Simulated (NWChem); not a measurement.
A series in which one site is exchanged, each optimised at PBE0/def2-SVP with NWChem, gas phase unless a solvent is named. For some, no frequency run checked for a minimum. def2 effective core potentials on Cd; no spin-orbit coupling.

A: [SH][ZnH] (ZnH2S; site = Zn)
B: SS (H₂S₂; site = S)
C: [SH][CdH] (CdH₂S; site = Cd)
D: [MgH][SH] (MgH2S; site = Mg)

```json
[
 {"quantity": "dipole (D), PBE0/def2-SVP", "A": "1.51", "B": "1.48", "C": "1.50", "D": "___"},
 {"quantity": "orbital gap (eV), PBE0/def2-SVP", "A": "7.02", "B": "6.70", "C": "6.14", "D": "___"},
 {"quantity": "static polarisability, PBE/def2-SVPD (bohr³)", "A": "51.3", "B": "45.6", "C": "58.4", "D": "___"},
 {"quantity": "lowest singlet excitation, PBE/def2-SVPD, TDA (eV)", "A": "4.67", "B": "4.44", "C": "4.42", "D": "4.42"}
]
```

Task: Complete the blanks.

Result: 
- dipole (D), PBE0/def2-SVP, D: 1.24
- orbital gap (eV), PBE0/def2-SVP, D: 6.17
- static polarisability, PBE/def2-SVPD (bohr³), D: 56.2
